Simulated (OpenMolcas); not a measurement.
# 5d3 along the 71-electron sequence

```yaml
Program: OpenMolcas 26.06
Method: RASSCF
Basis: ANO-R2
Scalar_Hamiltonian: X2C, finite nucleus
Spin-orbit_coupling: state interaction with AMFI integrals over the reference wave functions, term energies averaged over their components
```

Active space for each ion: 9 electrons in 8 orbitals (RAS1 5p, at most 2 holes; RAS2 5d).

Computed levels in cm-1 above 4F 3/2:

```tsv
Level	Re4+	Os5+	Ir6+	Pt7+
4F 5/2	5004	6517	8211	10217
4F 7/2	9521	12013	14693	17714
4F 9/2	13066	15962	18948	22141
4P 1/2	16666	18995	21463	24121
2G 7/2	21884	25605	29621	34071
2H 9/2	22952	26860	31124	35914
4P 5/2	23123	27012	31116	35557
2P 1/2	27580	32247	37223	42653
2H 11/2	31246	36321	41673	47428
weight of 4F in the lowest level (%)	87	84	81	78
```

Mixed levels, with the weight of the term that names them: Re4+ 4F 9/2 (73 %), Re4+ 4P 1/2 (75 %), Re4+ 2H 9/2 (55 %), Re4+ 2P 1/2 (75 %), Os5+ 4F 9/2 (66 %), Os5+ 4P 1/2 (73 %), Os5+ 2H 9/2 (56 %), Os5+ 2P 1/2 (73 %), Ir6+ 4F 9/2 (58 %), Ir6+ 4P 1/2 (71 %), Ir6+ 2H 9/2 (56 %), Ir6+ 2P 1/2 (71 %), Pt7+ 4F 9/2 (51 %), Pt7+ 4P 1/2 (70 %), Pt7+ 2H 9/2 (55 %), Pt7+ 2P 1/2 (70 %).

Measured, with the error of the calculation in %. Measured levels: Re4+ from the list in Brasseur, Gamrath and Quinet, At. Data Nucl. Data Tables 157, 101636 (2024); Os5+ from the list in Brasseur, Palmeri and Quinet, Atoms 13, 11 (2025).

| Level | Re4+ | Os5+ |
| --- | --- | --- |
| 4F 5/2 | 4853 (+3.1) | 6397 (+1.9) |
| 4F 7/2 | 8973 (+6.1) | 11444 (+5.0) |
| 4F 9/2 | 11914 (+9.7) | 14678 (+8.7) |
| 4P 1/2 | 14325 (+16.3) | 16772 (+13.2) |
| 2G 7/2 | 19013 (+15.1) | 22920 (+11.7) |
| 2H 9/2 | 19967 (+15.0) | 24028 (+11.8) |
| 4P 5/2 | 20922 (+10.5) | 24828 (+8.8) |
| 2P 1/2 | 23669 (+16.5) | 28860 (+11.7) |
| 2H 11/2 | 27077 (+15.4) | 32156 (+13.0) |

The fine-structure level 4F 9/2 changes by a factor of 1.69 from Re4+ to Pt7+. Its fourth root runs 10.69, 11.24, 11.73, 12.20, with steps per unit of Z of 0.55, 0.49, 0.47; equal steps would mean a (Z - σ)^4 law with constant σ.

4P 1/2 changes by a factor of 1.45 over the same range, with steps per unit of Z of +2330, +2470, +2660 cm-1.

Without dynamic correlation excited terms often stand tens of per cent too high (terms of higher spin than the ground term too low), and those without a measured partner can miss by more than the paired ones. Active for correlation alone: 5p; no level in the range computed is led by a configuration that opens it, so any true level of that kind is missing. Measured partners are found by configuration, term and J. A level has none where our copy of the source lacks it or the pairing is in doubt (some pairs that miss far off the trend of their configuration count as doubtful), and it then counts in no deviation. Only configurations of the active space appear.
